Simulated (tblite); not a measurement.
Input of a run (GFN2-xTB geometry optimisation, gas phase (tblite 0.8.0)), started from a force field or distance geometry:
```
{"job": {"kind": "relax", "xc": "GFN2-xTB", "basis": "xTB"}, "charge": 0, "multiplicity": 1}
C      0.066500    -2.910300    -0.546000
O      0.746200    -1.665500    -0.517300
Si     0.244100    -0.506300     0.568100
O     -1.364400    -0.157300     0.280300
Si    -2.548200     0.837200     0.871200
Si     1.558800     1.406200     0.364000
P      1.331800     2.353100    -1.641500
H     -0.974500    -2.767100    -0.862900
H      0.559400    -3.555700    -1.275700
H      0.086700    -3.414300     0.431100
H      0.362700    -1.055500     1.935400
H     -2.100400     2.242000     0.739500
H     -3.799600     0.635100     0.100300
H     -2.786800     0.536800     2.292100
H      1.171700     2.427100     1.388700
H      3.003000     1.086800     0.559000
H      1.966000     1.333400    -2.382300
H      2.468100     3.180700    -1.572800
```

Output (eV, eV/Å):
```
step      E/eV     max force
  0    -645.55781    1.302
  1    -645.61525    0.812
  2    -645.68545    0.631
  3    -645.70390    0.429
  4    -645.73255    0.284
  5    -645.74408    0.366
  6    -645.76034    0.347
  7    -645.76934    0.274
  8    -645.77568    0.162
  9    -645.77949    0.180
 10    -645.78355    0.179
 11    -645.78806    0.215
 12    -645.79235    0.218
 13    -645.79549    0.152
 14    -645.79762    0.107
 15    -645.79927    0.089
 16    -645.80093    0.109
 17    -645.80280    0.150
 18    -645.80480    0.145
 19    -645.80668    0.096
 20    -645.80824    0.091
 21    -645.80959    0.097
 22    -645.81114    0.114
 23    -645.81304    0.117
 24    -645.81505    0.100
 25    -645.81688    0.099
 26    -645.81843    0.090
 27    -645.81973    0.084
 28    -645.82082    0.064
 29    -645.82160    0.058
 30    -645.82221    0.070
 31    -645.82291    0.081
 32    -645.82381    0.083
 33    -645.82496    0.093
 34    -645.82632    0.099
 35    -645.82772    0.095
 36    -645.82888    0.081
 37    -645.82978    0.076
 38    -645.83047    0.062
 39    -645.83106    0.057
 40    -645.83170    0.062
 41    -645.83249    0.076
 42    -645.83343    0.084
 43    -645.83436    0.077
 44    -645.83515    0.056
 45    -645.83573    0.044
 46    -645.83620    0.071
 47    -645.83673    0.082
 48    -645.83739    0.068
 49    -645.83805    0.066
 50    -645.83852    0.062
 51    -645.83885    0.044
 52    -645.83923    0.044
 53    -645.84002    0.058
 54    -645.84066    0.063
 55    -645.84136    0.058
 56    -645.84189    0.051
 57    -645.84249    0.052
 58    -645.84343    0.087
 59    -645.84469    0.098
 60    -645.84560    0.062
 61    -645.84577    0.070
 62    -645.84628    0.047
 63    -645.84645    0.041
 64    -645.84685    0.034
 65    -645.84721    0.048
 66    -645.84778    0.057
 67    -645.84822    0.050
 68    -645.84869    0.054
 69    -645.84903    0.051
 70    -645.84934    0.043
 71    -645.84977    0.054
 72    -645.85036    0.074
 73    -645.85109    0.085
 74    -645.85189    0.082
 75    -645.85271    0.078
 76    -645.85361    0.104
 77    -645.85452    0.082
 78    -645.85506    0.036
 79    -645.85530    0.041
 80    -645.85565    0.040
 81    -645.85611    0.043
 82    -645.85678    0.050
 83    -645.85739    0.052
 84    -645.85779    0.045
 85    -645.85814    0.054
 86    -645.85860    0.050
 87    -645.85986    0.056
 88    -645.86075    0.055
 89    -645.86159    0.060
 90    -645.86210    0.057
 91    -645.86263    0.051
 92    -645.86332    0.058
 93    -645.86379    0.082
 94    -645.86435    0.104
 95    -645.86510    0.061
 96    -645.86566    0.043
 97    -645.86633    0.054
 98    -645.86705    0.064
 99    -645.86767    0.077
100    -645.86802    0.047
101    -645.86819    0.025
102    -645.86827    0.016
103    -645.86832    0.014
104    -645.86835    0.016
105    -645.86839    0.015
106    -645.86844    0.015
107    -645.86848    0.014
108    -645.86852    0.013
109    -645.86854    0.012
110    -645.86855    0.011
111    -645.86858    0.013
112    -645.86861    0.016
113    -645.86864    0.016
114    -645.86868    0.015
115    -645.86872    0.015
116    -645.86878    0.019
117    -645.86887    0.023
118    -645.86899    0.025
119    -645.86912    0.025
120    -645.86924    0.026
121    -645.86935    0.021
122    -645.86945    0.030
123    -645.86958    0.041
124    -645.86972    0.043
125    -645.86983    0.034
126    -645.86992    0.017
127    -645.86997    0.015
128    -645.87002    0.016
129    -645.87006    0.019
130    -645.87012    0.019
131    -645.87017    0.017
132    -645.87023    0.016
133    -645.87029    0.020
134    -645.87034    0.020
135    -645.87037    0.018
136    -645.87040    0.012
137    -645.87042    0.011
138    -645.87043    0.009
```

Q: Summarise the run.

A: The energy falls by 30.2 kJ/mol over 138 L-BFGS steps, the largest force on an atom goes from 1.30 to 0.009 eV/Å, and the atoms move by 0.586 Å rms after alignment. Among the bonds, O2–Si3 and Si3–O4 change most and about equally (-0.043 to -0.042 Å). Bonds longer at the end by more than 0.005 Å: 1 of 17; shorter: 15. Among the angles that change most is Si3–O4–Si5, from 138.8° to 151.0°. Among the dihedrals that turn most is O2–Si3–O4–Si5, from -179° to -67°. The energy never rose by more than 1e-5 eV on the way. The first step brought 18 % of the lowering.

Q: What are the final bond lengths?

A: C1–O2 1.399 Å, O2–Si3 1.624 Å, Si3–O4 1.628 Å, O4–Si5 1.621 Å, Si3–Si6 2.289 Å, Si6–P7 2.250 Å, C1–H8 1.092 Å, C1–H9 1.091 Å, C1–H10 1.092 Å, Si3–H11 1.464 Å, Si5–H12 1.462 Å, Si5–H13 1.465 Å, Si5–H14 1.460 Å, Si6–H15 1.472 Å, Si6–H16 1.474 Å, P7–H17 1.387 Å, P7–H18 1.386 Å. Numbering counts from 1 in the input's order; the species is `CO[Si@H](O[SiH3])[SiH2]P`.

The run took 2.5 s wall on one thread, Intel Xeon Platinum 8488C (x86_64), shared host with 96 logical CPUs at a one-minute load of 60.

Its lowest GFN2-xTB frequency is 14i cm⁻¹, too small to tell a flat minimum from a shallow saddle. One conformer, not necessarily the lowest. 3 starts were optimised and ended at 0.00, 0.06 and 0.12 kcal/mol (GFN2-xTB); the lowest of these is shown.

All values are computed, not measured.
